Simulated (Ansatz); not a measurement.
Cost and result up the ladder for Sn13OH18 (32 atoms). Total charge 0; singlet. Geometry: r2SCAN-D4/def2-SVP.

```xyz
32

Sn   -0.545   -1.121   -3.183
Sn   -2.070   -0.147    3.946
Sn   -2.356    0.194   -0.137
Sn    0.272   -3.272    1.209
Sn    3.032   -0.288   -1.844
Sn    0.277    1.534    0.647
Sn   -0.200    3.492   -2.905
Sn   -1.969   -2.714    2.794
Sn    0.731   -2.948   -1.448
Sn    1.194    1.079   -3.487
Sn    0.117    1.550    3.470
Sn   -2.187    3.818   -0.745
Sn    2.084   -1.035    0.808
O    -2.960    1.920   -0.848
H    -1.849   -0.660   -2.043
H    -1.455   -2.026   -4.337
H    -2.487   -0.430    5.594
H    -3.473    0.550    3.213
H     1.257   -4.564    1.780
H     3.830   -1.484   -2.806
H     4.293    0.739   -1.253
H     1.698    2.413    0.169
H    -0.829    3.743   -4.507
H     1.165    4.568   -2.880
H    -3.350   -3.057    1.829
H    -1.864   -3.950    3.993
H     1.967   -3.977   -2.060
H     1.784    0.879   -5.107
H    -0.304    3.035    4.239
H     1.460    0.898    4.328
H    -0.835    3.193    0.498
H     3.572   -1.931    1.073
```

Ansatz on 2 threads of AMD EPYC 7R13 on a shared host and a share (18 GiB) of an NVIDIA H100 80GB HBM3. Times are rough, and most runs start from the orbitals of an earlier one. PBE0-D4/def2-TZVP serves as the yardstick here, not as an exact answer. Differences are given only for rows in sets of like size (and for xTB, whose basis is part of the method), since another set adds its own error. Binding counts from free atoms at the same level (Sn triplet, O triplet, H doublet; other spins of the atoms weren't run), without zero-point energy or a counterpoise term.

In the def2 sets Sn takes a core potential; there is no spin–orbit coupling. Correlated methods freeze 53 core orbitals; core or outer-core shells of Sn are correlated, in sets that lack core-valence functions. The rows differ in basis, and correlated rows in double-zeta sets carry the largest basis error. Single mean-field runs in def2-SVP, def2-TZVP are fitted with def2-universal-jkfit.

Correlated methods converge slowly with the basis, most of all in double-zeta sets.

```csv
level,functions,wall time
PBE0-D4/def2-SVP,442,7.5 s
PBE-D4/def2-SVP,442,8 s
LDA (SPW92)/def2-TZVP,789,8.5 s
BLYP-D4/def2-TZVP,789,10 s
MP2/def2-SVP,442,13 s
r2SCAN-D4/def2-TZVP (with forces),789,13 s
PBE-D4/def2-TZVP (with forces),789,13 s
B97M-V/def2-TZVP,789,15 s
PBE0-D4/def2-TZVP,789,15 s
```

(1) Estimate what each level gives for the binding energy per atom (eV).

Results:

(1) 
```csv
level,binding energy per atom (eV),difference from PBE0-D4/def2-TZVP (eV)
PBE0-D4/def2-SVP,2.41,–
PBE-D4/def2-SVP,2.45,–
LDA (SPW92)/def2-TZVP,2.87,0.44
BLYP-D4/def2-TZVP,2.43,0.00
MP2/def2-SVP,2.22,–
r2SCAN-D4/def2-TZVP (with forces),2.45,0.02
PBE-D4/def2-TZVP (with forces),2.47,0.04
B97M-V/def2-TZVP,2.52,0.09
PBE0-D4/def2-TZVP,2.43,0.00
```
